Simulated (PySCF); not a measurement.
Electron correlation in B⁺ (boron, charge +1)

[He] 2s1 3d1, high-spin 3D determinant (an excited configuration). Calculation: PySCF 2.14, in dyall-acv3z; the non-relativistic Hamiltonian (point nucleus). Frozen: nothing; 4 electrons correlated; the 5 highest virtual orbitals of each spin left out.

```tsv
level	correlation energy (mhartree)
CCSD	-53.05
(T)	-0.12
CCSD(T)	-53.17
```

Diagnostics: T1 = 0.0065, D1 = 0.0182, largest double amplitude 0.077.

Task: Is a single reference adequate?

Result: Mostly. T1 lies below 0.03, but a double amplitude of this size points to a near-degeneracy that CCSD handles and MP2 describes poorly.
